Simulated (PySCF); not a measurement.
C₆H₁₄SSi.
Structure used (GFN2-xTB), in Å, numbered top down from 1:
```
atom  x, y, z in Å
C1    -3.1005   -1.0491   -0.0209
C2    -1.9522   -0.0554   -0.0744
C3    -2.3776    1.3314    0.3776
S4    -0.5842   -0.6877    0.9983
C5     0.8216    0.1310    0.2425
C6     1.2480   -0.3687   -1.1485
Si7    2.5051   -0.7349    0.2067
C8     4.0577    0.3352    0.3318
H9    -3.4835   -1.1226    0.9945
H10   -3.9067   -0.7255   -0.6771
H11   -2.7675   -2.0360   -0.3340
H12   -1.5340   -0.0162   -1.0841
H13   -3.1541    1.7196   -0.2799
H14   -2.7669    1.2907    1.3927
H15   -1.5356    2.0205    0.3588
H16    0.7517    1.2059    0.3645
H17    0.6518   -1.1814   -1.5415
H18    1.4078    0.4009   -1.8931
H19    2.5661   -2.0939    0.7139
H20    4.3929    0.4202    1.3608
H21    3.8812    1.3372   -0.0475
H22    4.8686   -0.1018   -0.2417
```

Definitions: NICS(0) = −σiso at the ring centroid; NICS(1) = −σiso and NICS(1)zz = −σzz at ±1 Å along the ring normal z. Level: GIAO PBE0/pcSseg-1 (PySCF, non-relativistic, gas phase) on the GFN2-xTB geometry, one conformer.

Ring bond lengths (Å), with Mayer bond orders in brackets: C5–C6 1.538 (0.85), C6–Si7 1.884 (0.96), Si7–C5 1.894 (0.87).

Task: What do the NICS probes read (ppm)?

Result: 
| ring | type | NICS(0) | NICS(1), two faces | NICS(1)zz, two faces | rms pucker (Å) | centre to ring atoms, mean (Å) |
| --- | --- | --- | --- | --- | --- | --- |
| C5–C6–Si7 | 3-membered ring with Si; formal bonds all single | -26.3 | -7.1 / -8.1 | -14.0 / -16.0 | 0.00 | 1.02 |

Task: What do they say, and how far can they be read as aromaticity?

Result: 
- C5–C6–Si7: mean NICS(1)zz -15.0 ppm, shielded. C5, C6, Si7 have four or more neighbours, so the value isn't read as a sign of a π ring current. NICS(0) lies 19 ppm below the mean NICS(1).

Task: At the second NICS(1) probe listed for ring C5–C6–Si7, 1 Å off the ring, what do the in-plane components average?

Result: The isotropic value is a third of the trace: (3 × -8.1 − (-16.0))/2 = -4.1 ppm.

Task: How shielded are the nuclei of the rings and their hydrogens (means over atoms taken as equivalent)?

Result: 
| atoms | environment | σ isotropic (ppm) | principal values of the symmetric part, first atom (ppm) |
| --- | --- | --- | --- |
| C5 | sp3 carbon bound to sulfur | 168.7 | 134.0, 162.8, 209.3 |
| C6 | sp3 carbon bound to silicon | 176.2 | 136.1, 183.0, 209.6 |
| Si7 | SiH silicon | 455.9 | 339.5, 358.9, 669.3 |
| H16 | methine hydrogen | 29.41 | 22.0, 29.7, 36.5 |
| H17 | methylene hydrogen | 31.23 | 25.8, 29.4, 38.5 |
| H18 | methylene hydrogen | 30.58 | 26.0, 26.3, 39.5 |
| H19 | Si–H hydrogen | 28.53 | 22.4, 27.6, 35.6 |
